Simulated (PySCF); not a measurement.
SMILES CC(=O)[O][In]([OH])[OH] (C2H5InO4), B3LYP/def2-SVP optimised geometry.

```
12

In    -2.16    -1.52     0.00
O      0.07    -1.52     0.00
C      0.09    -0.25     0.02
C      1.41     0.48     0.08
O     -1.00     0.39     0.00
H      1.29     1.52    -0.24
H      2.16    -0.04    -0.52
H      1.75     0.47     1.13
O     -2.92    -1.93     1.80
H     -3.76    -2.40     1.72
O     -3.03    -2.02    -1.73
H     -2.50    -1.75    -2.49
```

Density from B3LYP/def2-TZVP, def2 effective core potentials past Kr run with PySCF at that geometry. The core electrons that the potentials of In replace are not part of the density.

Minimum of the electron density along straight lines between bonded atoms, close to the bond critical point (lines longer than 1.1 times the sum of covalent radii, or with two minima, are not listed):

```
bond     length / Å  ρ at the minimum / e bohr⁻³  ∇²ρ there / e bohr⁻⁵  position (fraction from the first atom)
-------  ----------  ---------------------------  --------------------  ---------------------------------------
In1–O2        2.236                        0.066                  0.24                                     0.51
O2–C3         1.272                        0.375                 -0.70                                     0.66
C3–C4         1.504                        0.263                 -0.71                                     0.53
In1–O5        2.240                        0.066                  0.24                                     0.51
C3–O5         1.271                        0.376                 -0.69                                     0.34
C4–H6         1.097                        0.277                 -0.96                                     0.65
C4–H7         1.098                        0.275                 -0.94                                     0.65
C4–H8         1.102                        0.270                 -0.91                                     0.64
In1–O9        1.996                        0.112                  0.47                                     0.52
O9–H10        0.968                        0.352                 -2.29                                     0.80
In1–O11       2.002                        0.110                  0.47                                     0.52
O11–H12       0.968                        0.353                 -2.29                                     0.80
```
